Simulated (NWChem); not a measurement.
System: AlH2O2Br; SMILES [OH][Al]([OH])[Br]

```xyz
6

Al     0.9173     0.7247     0.0930
Br    -0.8499    -0.6921    -0.1097
O      0.9469     2.2116    -0.7299
H      0.2106     2.4734    -1.2960
O      2.2493     0.3300     1.0719
H      2.2726    -0.5049     1.5553
```
Atoms are numbered in this order, from 1.

The geometry was optimised at B3LYP/6-31G* (spherical d).

Spin-orbit effects, on the heavy nuclei and on their neighbours, are missing.

### Question
Give the principal values of the shielding tensors (ppm) of Al1, Br2, O3 from Hartree-Fock/6-31G* (spherical d), GIAO (NWChem), with their diamagnetic and paramagnetic parts as GIAO splits them.

### Answer
```
atom     σ11     σ22     σ33  isotropic  diamagnetic  paramagnetic
----  ------  ------  ------  ---------  -----------  ------------
Al1    478.8   541.9   563.0      527.9        793.2        -265.3
Br2   2892.9  2904.9  3076.0     2958.0       3123.5        -165.5
O3     285.4   296.6   344.4      308.8        390.5         -81.7
```
